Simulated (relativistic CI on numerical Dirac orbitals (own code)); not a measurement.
# Line list: Forbidden lines, Ge XXIII

Method of calculation: Dirac-Coulomb-Breit CI, separate exchange-only KLI orbitals for each configuration, a model potential for QED, unscaled Slater integrals (own radial code, finite nucleus).

CI space (outside the closed core 1s2): 2s²2p⁶, 2s²2p⁵3s, 2s²2p⁵3p, 2s²2p⁵3d, 2s2p⁶3s, 2s2p⁶3p, 2s2p⁶3d, 2s²2p⁵4s, 2s²2p⁵4p, 2s²2p⁵4d, 2s²2p⁵4f, 2s2p⁶4s, 2s2p⁶4p, 2s²2p⁴3s², 2s²2p⁵5s, 2s²2p⁵5p, 2s2p⁶4d, 2s²2p⁵5d, 2s2p⁶4f, 2s²2p⁵5f, 2s²2p⁵5g, 2s²2p⁴3s3p, 2s²2p⁴3p², 2s²2p⁴3s3d, 2s²2p⁴3p3d, 2s2p⁵3s², 2s2p⁵3s3p, 2s²2p⁴3d², 2s2p⁶5s, 2s2p⁶5p, 2s2p⁶5d, 2s2p⁶5f, 2s2p⁵3p², 2s2p⁶5g, 2s2p⁵3s3d, 2s2p⁵3p3d. Levels of other configurations are missing.

```csv
λ vac (Å),Lower,Upper,Type,A (s⁻¹),gf,Branching (%)
8.0232,2s²2p⁶ ¹S0 [1],2s2p⁶3d ¹D2 [37],E2,4.86e+10,2.35e-03,18.6
9.3819,2s²2p⁶ ¹S0 [1],2s²2p⁵3p ³D2 [14],E2,3.20e+09,2.11e-04,20.8
9.6023,2s²2p⁶ ¹S0 [1],2s²2p⁵3p ³P2 [10],E2,2.78e+09,1.92e-04,16.6
9.6781,2s²2p⁶ ¹S0 [1],2s²2p⁵3p ³D2 [7],E2,2.75e+09,1.93e-04,27.3
10.039,2s²2p⁶ ¹S0 [1],2s²2p⁵3s ³P°2 [2],M2,1.71e+06,1.29e-07,100.0
416.51,2s²2p⁵3s ¹P°1 [3],2s²2p⁵3s ³P°0 [4],M1,2.93e+05,7.62e-06,100.0
```

Terms are leading LS components. Brackets give the number of a level in order of energy, since labels repeat. The list gives strong lines, with weight on those to low levels, among the lowest 157 of 838 levels, so that lines to higher ones, which can be the strongest, are missing. Levels whose partners in the same complex of configurations lie outside the list can be far off, and so can their lines. Rates are taken at the computed energies, electric ones in the length gauge.

At this charge energies of transitions that change n are usually good to better than 1 %, and those within a shell (Δn = 0) to a few per cent.

LS names give the leading component of a level, which can be under half, so a name can repeat, a term be missing and a line seem to break the LS rules.
